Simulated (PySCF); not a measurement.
Excitations are Tamm–Dancoff values on a coarser integration grid. The basis has no diffuse functions, so Rydberg states are missing or too high.

Cartesian coordinates (Å):
SMILES: C[CH2][Sn]([CH2]C)([CH2]C)[CH2]C
```xyz
29

C      1.7134     1.9034     1.0589
C      0.9617     0.6391     1.4845
Sn    -0.2381    -0.2626    -0.1209
C     -0.6716    -2.3482     0.4018
C     -1.3390    -2.4994     1.7711
C      0.9370    -0.1666    -1.9710
C      2.2733    -0.9069    -1.8728
C     -2.1170     0.8445    -0.3664
C     -1.9278     2.3463    -0.5954
H      2.3254     2.3249     1.8860
H      1.0225     2.7062     0.7272
H      2.4054     1.7085     0.2129
H      0.2766     0.8463     2.3334
H      1.6664    -0.1434     1.8374
H      0.2904    -2.9015     0.3619
H     -1.3089    -2.7678    -0.4048
H     -0.7055    -2.0922     2.5871
H     -1.5455    -3.5626     2.0226
H     -2.3103    -1.9632     1.8200
H      1.0909     0.9079    -2.2051
H      0.3075    -0.5782    -2.7877
H      2.8599    -0.8419    -2.8152
H      2.9154    -0.4966    -1.0649
H      2.1338    -1.9865    -1.6541
H     -2.7300     0.6522     0.5394
H     -2.6583     0.3752    -1.2150
H     -1.4209     2.8345     0.2631
H     -2.8962     2.8733    -0.7395
H     -1.3108     2.5552    -1.4946
```
Charge 0, multiplicity 1.

### Question
What HOMO, S1 oscillator strength, total energy, T1 excitation (TDA), S1–T1 gap (TDA), HOMO–LUMO gap, dipole moment and S1 excitation (TDA) does PBE-D3(BJ)/def2-TZVP // PBE-D3(BJ)/def2-SVP run with PySCF 2.14.0 give?

### Answer

```
Property                      Result
----------------------  ------------
HOMO                        -5.84 eV
S1 oscillator strength         0.019
total energy            -530.8529 Ha
T1 excitation (TDA)          5.37 eV
S1–T1 gap (TDA)              0.34 eV
HOMO–LUMO gap                5.55 eV
dipole moment                 0.16 D
S1 excitation (TDA)          5.71 eV
```
